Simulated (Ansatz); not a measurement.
System: SiBr (charge +1, singlet). SMILES of the parent species: [Si]Br
Coordinates optimised at B3LYP-D3(BJ)/def2-TZVP (Ansatz, an electronic-structure program):
```xyz
2

Si     0.0000     0.0000    -1.5160
Br     0.0000     0.0000     0.6064
```
Charge +1, spin multiplicity 1.

Q: Give the harmonic wavenumbers at B3LYP-D3(BJ)/def2-TZVP (Ansatz, finite differences of forces, unscaled).

A: 515 cm⁻¹. Zero-point energy 0.7 kcal/mol.

Q: From these and the geometry, give the ideal-gas thermochemistry at 298.15 K and 1 atm (rigid rotor, harmonic oscillator).

A: Point group C∞v, rotational symmetry number 1. Rotational constants 5.399, 5.399 GHz. S(trans) 39.95, S(rot) 15.99, S(vib) 0.62, S(elec, spin only) 0.00, S 56.6 cal/(mol K). H(298) - H(0) 2.21 kcal/mol; G - E(el) -13.9 kcal/mol.
